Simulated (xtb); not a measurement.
C$_{2}$H$_{5}$O (SMILES C[CH]O), doublet, from a rough starting geometry; GFN2-xTB (xtb).

xtb was given this input:
```
$ xtb mol.xyz --gfn 2 --uhf 1 --opt vtight --json

# file mol.xyz
8

C      0.83515617    -0.39172691     0.09907805
C     -0.28162801     0.61759932     0.11850466
O     -1.55180617    -0.21547706     0.11875030
H     -2.27268259     0.42903738     0.09131053
H     -0.27753391     1.24180713    -0.77031145
H      1.85902759     0.15574476     0.14527120
H      0.91119143    -0.95920961     0.97955797
H      0.79300620    -0.99672154    -0.79870576
```

What does xtb print? Leave out banner, timings and long lists.


```
   ID    Z sym.   atoms
    1    6 C      1, 2
    2    8 O      3
    3    1 H      4-8

           -------------------------------------------------
          |                Calculation Setup                |
           -------------------------------------------------

           -------------------------------------------------
          |                 G F N 2 - x T B                 |
           -------------------------------------------------

          ...................................................
          :                      SETUP                      :
          :.................................................:
          :  # basis functions                  17          :
          :  # atomic orbitals                  17          :
          :  # shells                           11          :
          :  # electrons                        19          :
          :  max. iterations                   250          :
          :  Hamiltonian                  GFN2-xTB          :
          :  restarted?                      false          :
          :  GBSA solvation                  false          :
          :  PC potential                    false          :
          :  electronic temp.          300.0000000     K    :
          :  accuracy                    1.0000000          :
          :  -> integral cutoff          0.2500000E+02      :
          :  -> integral neglect         0.1000000E-07      :
          :  -> SCF convergence          0.1000000E-05 Eh   :
          :  -> wf. convergence          0.1000000E-03 e    :
          :  Broyden damping             0.4000000          :
          :  net charge                          0          :
          :  unpaired electrons                  1          :
          ...................................................

 iter      E             dE          RMSdq      gap      omega  full diag
   1    -10.8732629 -0.108733E+02  0.346E+00    7.68       0.0  T
   2    -10.8842691 -0.110062E-01  0.167E+00    7.91       1.0  T
   3    -10.8844198 -0.150648E-03  0.941E-01    7.78       1.0  T
   4    -10.8855634 -0.114367E-02  0.177E-01    7.85       1.0  T
   5    -10.8856485 -0.850365E-04  0.835E-02    7.84       1.0  T
   6    -10.8856520 -0.356021E-05  0.220E-02    7.85       1.6  T
   7    -10.8856523 -0.291867E-06  0.674E-03    7.85       5.2  T
   8    -10.8856523 -0.260609E-08  0.448E-03    7.85       7.9  T
   9    -10.8856525 -0.164985E-06  0.748E-04    7.85      47.2  T
[...]
 * total energy  :   -10.8088611 Eh     change       -0.2979208E-04 Eh
 * total energy  :   -10.8088672 Eh     change       -0.6111284E-05 Eh
 * total energy  :   -10.8088716 Eh     change       -0.4394828E-05 Eh
 * total energy  :   -10.8088779 Eh     change       -0.6355180E-05 Eh
 * total energy  :   -10.8088958 Eh     change       -0.1780603E-04 Eh
 * total energy  :   -10.8089015 Eh     change       -0.5774445E-05 Eh
 * total energy  :   -10.8089032 Eh     change       -0.1659848E-05 Eh
 * total energy  :   -10.8089040 Eh     change       -0.8089372E-06 Eh
 * total energy  :   -10.8089042 Eh     change       -0.1797369E-06 Eh
 * total energy  :   -10.8089044 Eh     change       -0.2001016E-06 Eh
 * total energy  :   -10.8089045 Eh     change       -0.1679450E-06 Eh
 * total energy  :   -10.8089046 Eh     change       -0.2534093E-07 Eh
   *** GEOMETRY OPTIMIZATION CONVERGED AFTER 18 ITERATIONS ***
         :: total energy             -10.808904568805 Eh    ::
[...]

     #   Z          covCN         q      C6AA      α(0)
     1   6 C        3.751    -0.105    22.561     6.774
     2   6 C        2.756     0.031    27.296     8.556
     3   8 O        1.658    -0.377    20.414     6.099
     4   1 H        0.805     0.294     0.740     1.351
     5   1 H        0.926     0.004     2.982     2.701
     6   1 H        0.925     0.044     2.391     2.418
     7   1 H        0.925     0.061     2.188     2.313
     8   1 H        0.923     0.048     2.349     2.397

 Mol. C6AA /au·bohr⁶  :        465.432691
 Mol. C8AA /au·bohr⁸  :       9702.549924
 Mol. α(0) /au        :         32.608115

Wiberg/Mayer (AO) data.
largest (>0.10) Wiberg bond orders for each atom

 ---------------------------------------------------------------------------
     #   Z sym  total        # sym  WBO       # sym  WBO       # sym  WBO
 ---------------------------------------------------------------------------
     1   6 C    3.997 --     2 C    1.071     7 H    0.979     6 H    0.975
                             8 H    0.947
     2   6 C    3.292 --     3 O    1.195     1 C    1.071     5 H    0.974
     3   8 O    2.142 --     2 C    1.195     4 H    0.899
     4   1 H    0.914 --     3 O    0.899
     5   1 H    1.000 --     2 C    0.974
     6   1 H    0.998 --     1 C    0.975
     7   1 H    0.996 --     1 C    0.979
     8   1 H    0.996 --     1 C    0.947
 ---------------------------------------------------------------------------

Topologies differ in total number of bonds
Writing topology from bond orders to xtbtopo.mol

molecular dipole:
                 x           y           z       tot (Debye)
 q only:       -0.028       0.273      -0.126
   full:       -0.138       0.409      -0.301       1.338
molecular quadrupole (traceless):
                xx          xy          yy          xz          yz          zz
 q only:        2.272      -2.363      -0.791       0.586       0.059      -1.481
  q+dip:        2.355      -3.590      -0.811       1.122      -0.296      -1.544
   full:        2.717      -3.518      -0.970       1.059      -0.143      -1.746

optimized geometry written to: xtbopt.xyz

           -------------------------------------------------
          | TOTAL ENERGY              -10.808904568805 Eh   |
          | GRADIENT NORM               0.000075179171 Eh/α |
          | HOMO-LUMO GAP               9.466144696988 eV   |
           -------------------------------------------------

normal termination of xtb
```
